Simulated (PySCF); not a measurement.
Compound: C₄H₆FOPSi.
Atom-mapped SMILES: `[CH2:1]=[CH:2][P@:3]1(=[O:4])[C:5]([F:6])=[C:7]1[SiH3:8]`

Definitions: NICS(0) = −σiso at the ring centroid; NICS(1) = −σiso and NICS(1)zz = −σzz at ±1 Å along the ring normal z. Level: GIAO PBE0/pcSseg-1 (PySCF, non-relativistic, gas phase) on the GFN2-xTB geometry, one conformer.

Ring bond lengths (Å), with Mayer bond orders in brackets: P3–C5 1.794 (0.91), C5–C7 1.341 (1.58), C7–P3 1.832 (0.79).

Q: What do the NICS probes read (ppm)?

A: 
| ring | type | NICS(0) | NICS(1), two faces | NICS(1)zz, two faces | rms pucker (Å) | centre to ring atoms, mean (Å) |
| --- | --- | --- | --- | --- | --- | --- |
| P3–C5–C7 | 3-membered ring with P; formal bonds 1 double, 2 single | -18.1 | -8.5 / -5.7 | -11.6 / -4.4 | 0.00 | 0.96 |

Q: What can be read from them?

A: 
- P3–C5–C7: mean NICS(1)zz -8.0 ppm, shielded. P3 has four or more neighbours, so the value isn't read as a sign of a π ring current. The two faces differ by 7.2 ppm, so no symmetry operation interchanges them. NICS(0) lies 11 ppm below the mean NICS(1).

Q: What is the mean of the two in-plane components of NICS at the first NICS(1) probe listed for ring P3–C5–C7, 1 Å off the ring?

A: The isotropic value is a third of the trace: (3 × -8.5 − (-11.6))/2 = -7.0 ppm.

Q: How shielded are the nuclei of the rings and their hydrogens (means over atoms taken as equivalent)?

A: 
```json
{"atoms": "P3", "environment": "phosphoryl phosphorus", "σ isotropic (ppm)": "388.6"}
{"atoms": "C5", "environment": "vinylic C–F carbon", "σ isotropic (ppm)": "-21.1"}
{"atoms": "C7", "environment": "fully substituted alkene carbon", "σ isotropic (ppm)": "45.1"}
```

Hardware: an Arm Neoverse V1 with one thread, shared host with 32 logical CPUs at a one-minute load of 15. Cost: 23 s of wall time, 0.96 GiB resident at most. This is the whole shielding run at PBE0/pcSseg-1, SCF included.

The values belong to the conformer `[CH2:1]=[CH:2][P@:3]1(=[O:4])[C:5]([F:6])=[C:7]1[SiH3:8]`: C1–C2–P3–O4 0°.
